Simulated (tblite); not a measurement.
Compound: C6H7O3 (doublet state).
Bonds: O1–C2 (double), C2–C3, C3–C4 (double), C4–C5, C5–O6, C4–O7, O7–C8, C8–C9, C2–C9. Hydrogens: H10 on C3; H11, H12 on C5; H13 on O6; H14 on C8; H15, H16 on C9.

Computed geometry: GFN2-xTB, gas phase. This method treats the open shell by occupation alone, without spin polarisation.

(1) Give the optimised bond lengths and angles.

## Answers

(1) 
```tsv
bond	length (pm)
O1=C2	121.4
C2–C3	143.6
C3=C4	136.3
C4–C5	151.0
C5–O6	139.7
C4–O7	134.2
O7–C8	133.2
C8–C9	147.1
C2–C9	154.5
C3–H10	107.7
C5–H11, C5–H12	109.9
O6–H13	96.4
C8–H14	107.6
C9–H15	110.2
C9–H16	109.1
```

Bonds in one row agree within 1 pm and their mean is given. A selection of angles:
```tsv
angle	degrees
O1–C2–C3	125.8
O1–C2–C9	121.1
C3–C2–C9	113.1
C2–C3–C4	121.3
C3–C4–C5	124.7
C3–C4–O7	122.4
C5–C4–O7	112.8
C4–C5–O6	114.0
C4–O7–C8	119.7
O7–C8–C9	122.3
C2–C9–C8	110.0
H13–O6–C5	109.5
```

Torsions: O1–C2–C3–C4 -161° (antiperiplanar); C2–C3–C4–C5 180° (antiperiplanar); C3–C4–C5–O6 9° (synperiplanar); C3–C4–O7–C8 -10° (synperiplanar); C4–O7–C8–C9 -12° (synperiplanar); O7–C8–C9–C2 34° (synclinal); O1–C2–C9–C8 145° (anticlinal); H13–O6–C5–C4 58° (synclinal). The mirror-image conformer, all signs reversed, is as good.

C2 (carbon bonded to 2 C and O) is planar (angles 125.8°, 121.1° and 113.1°, sum 360.0°, 0.01 Å off the plane of its three neighbours). C8 (carbon bonded to C, O and H) is planar (angles 123.9°, 122.3° and 113.6°, sum 359.8°, 0.03 Å off the plane of its three neighbours). The C–O distances run from 1.214 Å (O1=C2, drawn double) to 1.397 Å (C5–O6, drawn single), a spread of 0.183 Å. C3 (carbon bonded to 2 C and H) is planar (angles 121.3°, 119.7° and 118.7°, sum 359.7°, 0.04 Å off the plane of its three neighbours). O7 (oxygen bonded to 2 C) is bent (angle 119.7°). C4 (carbon bonded to 2 C and O) is planar (angles 124.7°, 122.4° and 112.8°, sum 359.9°, 0.03 Å off the plane of its three neighbours). The 6-membered ring C2–C3–C4–O7–C8–C9 has internal angles of 110.0° to 122.4°; it is puckered, 0.14 Å rms from its mean plane, widest ring torsion 36°.

Point group: C1 (no symmetry element, even within 0.4 Å). Its GFN2-xTB frequencies are all real (lowest 51 cm⁻¹). Torsions: C3–C4–C5–O6 9°, C4–C5–O6–H 58°, O1–C2–C3–C4 -161°, C3–C4–O7–C8 -10°, C4–O7–C8–C9 -12°, O7–C8–C9–C2 34°.
